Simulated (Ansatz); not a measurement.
```yaml
crystal:
  periodic: [false, false, false]
  atoms:
    - {symbol: C, position_ang: [-1.505654, 1.256238, -0.649364]}
    - {symbol: Xx, position_ang: [0.098151, 0.102880, -0.187605]}
    - {symbol: C, position_ang: [0.520409, -1.265093, 1.275384]}
    - {symbol: O, position_ang: [1.581181, 0.327466, -1.389698]}
    - {symbol: H, position_ang: [-1.513009, 1.904887, -1.466846]}
    - {symbol: H, position_ang: [-2.392721, 1.258907, -0.100137]}
    - {symbol: H, position_ang: [-0.071499, -2.120337, 1.152619]}
    - {symbol: H, position_ang: [1.528924, -1.533283, 1.206213]}
    - {symbol: H, position_ang: [0.329209, -0.865831, 2.224039]}
    - {symbol: H, position_ang: [1.425018, 0.934167, -2.064624]}
basis:
  gaussian: {orbitals: def2-mTZVP}
total_charge: 1
hamiltonian: {xc: {name: PBE}, dispersion: d3bj}
output: {forces: true}
```

```sh
$ ansatz run in.yaml --threads 4 --pin off --events-out ev --progress --plain --max-ram 10444MiB
```

(1) How does Ansatz answer? (Best estimate.)

## Answers

(1) Computed: The program refused the input.
```
Error: YAML parse error: error: line 5 column 16: `Xx` is not an element symbol (H … Og, case-exact)
 --> <input>:5:16
3 |   atoms:
4 |     - {symbol: C, position_ang: [-1.505654, 1.256238, -0.649364]}
5 |     - {symbol: Xx, position_ang: [0.098151, 0.102880, -0.187605]}
6 |     - {symbol: C, position_ang: [0.520409, -1.265093, 1.275384]}
7 |     - {symbol: O, position_ang: [1.581181, 0.327466, -1.389698]}
```
